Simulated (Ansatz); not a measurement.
`C[CH2][Ge]([OH])([OH])[OH]`. Total charge 0; spin multiplicity 1.

```csv
atom,x (Å),y (Å),z (Å)
C1,1.4334,-0.2530,-1.3636
C2,-0.0741,-0.3288,-1.1552
Ge3,-0.6026,0.1241,0.6454
O4,-0.0296,-1.0897,1.8067
O5,0.0815,1.6835,1.1489
O6,-2.3651,0.2413,0.8097
H7,1.6978,-0.5052,-2.3932
H8,1.9603,-0.9486,-0.7068
H9,1.8133,0.7500,-1.1580
H10,-0.4556,-1.3332,-1.3565
H11,-0.6059,0.3530,-1.8239
H12,0.4334,-0.6751,2.5391
H13,-0.6057,2.2753,1.4651
H14,-2.6811,-0.2938,1.5422
```

Problem. List the harmonic frequencies (cm⁻¹, unscaled) at PBE0-D4/def2-TZVP in Ansatz. (An estimate is asked.)

Solution. Ansatz gave: 51, 87, 113, 137, 173, 247, 251, 252, 257, 312, 323, 600, 702, 709, 716, 719, 894, 898, 901, 985, 989, 1058, 1259, 1263, 1410, 1448, 1498, 1498, 3052, 3070, 3112, 3122, 3136, 3890, 3891, 3892.

Problem. Is this a minimum?

Solution. Yes, all 36 modes are real.

Problem. Give the ideal-gas thermochemistry at 298.15 K and 1 bar (rigid rotor, harmonic oscillator; point group C1, symmetry number 1).

Solution. Zero-point energy 280.6 kJ/mol; H(298) − E = 309.5 kJ/mol; entropy 408.7 J/(mol·K), of which translation 171.6, rotation 116.0, vibration 121.1; G(298) − E = 187.6 kJ/mol. Modes under 100 cm⁻¹ are hindered rotations or soft bends, so the harmonic entropy is rough.

Problem. And at 400, 500, 600, 800 and 1000 K?

Solution. 
```
T (K)  H − E (kJ/mol)  S (J/mol/K)  G − E (kJ/mol)
  400           326.0        456.1           143.5
  500           344.5        497.4            95.8
  600           364.9        534.5            44.2
  800           409.8        598.8           -69.3
 1000           458.8        653.5          -194.7
```
